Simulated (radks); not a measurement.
Values are calculated unless marked as measured or tabulated.
Problem. Coherent X-ray form factor from a spherical all-electron density. Code: a radial shooting solver on a logarithmic mesh with Libxc functionals. Model: non-relativistic Kohn-Sham, LB94 model potential, spin-polarised, spherical densities, point nucleus.

| sin(theta)/lambda (1/angstrom) | f0 (electrons) |
|---|---|
| 0.05 | 68.662 |
| 0.1 | 67.671 |
| 0.15 | 66.092 |
| 0.2 | 64.024 |
| 0.25 | 61.585 |
| 0.3 | 58.901 |
| 0.4 | 53.247 |
| 0.5 | 47.776 |
| 0.6 | 42.844 |
| 0.8 | 34.748 |
| 1 | 28.478 |
| 1.25 | 22.599 |
| 1.5 | 18.619 |
| 2 | 14.315 |

The species is in the configuration that NIST lists as its ground one. Which atom or ion scatters so?

Solution. The mercury ion Hg11+, [Xe] 4f14 5d1. Extrapolating in s^2 from the first two rows gives f0(0) = 69.0, near the electron count 69; among species with that count, the fall with angle is slower the higher Z, and the table is that of Z = 80; from so few rows the species is fixed only to a neighbour or two.
